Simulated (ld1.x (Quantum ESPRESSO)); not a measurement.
Which change was made? (O, TM)

| Property | Result |
| --- | --- |
| Element | oxygen (O) |
| Generator | ld1.x (Quantum ESPRESSO) 7.5 |
| Type | norm-conserving Troullier–Martins (Kleinman–Bylander form) |
| Functional | LDA (PZ) |
| Relativity | scalar-relativistic |
| Frozen core | [He] |
| Valence charge | 6 |
| Reference configuration | 2s2 2p4 |
| Partial waves | 2p (bound): rc 1.10 bohr; 3d channel at 0.25 Ry: rc 1.15 bohr; 2s (bound): rc 0.60 bohr |
| Local potential | the s channel |
| Core correction | Bessel-smoothed model core inside 0.30 bohr |

Cutoffs, loose and tight: the cutoffs (Ry, on a coarse ladder) from which the occupation-weighted sum of valence levels, in a spherical-Bessel basis at the reference potential, stays within 10 and 1 mRy of its value at 400 Ry. They do not see the model core or the augmentation charge, which bear on the density cutoff. Test errors are all-electron minus pseudo excitation energies from the reference, over the configurations 2s2 2p3; 2s2 2p2; 2s2 2p1; 2s2 2p4.3; 2s2 2p3.5; 2s0 2p6; 2s1 2p5 (two spin-polarised tests are not counted in the largest error); variants that change the core or the reference have their own tests.

The base gives: outcome: generated; cutoff, loose: 200 Ry; cutoff, tight: over 300 Ry; bound ghosts: none; largest test error (meV): +191.

(1) After one change the result is: outcome: generated; cutoff, loose: 140 Ry; cutoff, tight: 200 Ry; bound ghosts: none; largest test error (meV): +254. Which change was it?
A. all radii but the core radius scaled by about 1.30 (s 0.78, p 1.42, d 1.50 bohr)
B. all radii but the core radius scaled by about 1.09 (s 0.66, p 1.20, d 1.26 bohr)
C. all radii but the core radius scaled by about 1.19 (s 0.72, p 1.30, d 1.36 bohr)

## Answers

(1) B. The others give: all radii but the core radius scaled by about 1.30 (s 0.78, p 1.42, d 1.50 bohr) → outcome: generated; cutoff, loose: 80 Ry; cutoff, tight: 200 Ry; bound ghosts: none; largest test error (meV): +565 | all radii but the core radius scaled by about 1.19 (s 0.72, p 1.30, d 1.36 bohr) → outcome: generated; cutoff, loose: 90 Ry; cutoff, tight: 200 Ry; bound ghosts: none; largest test error (meV): +402.
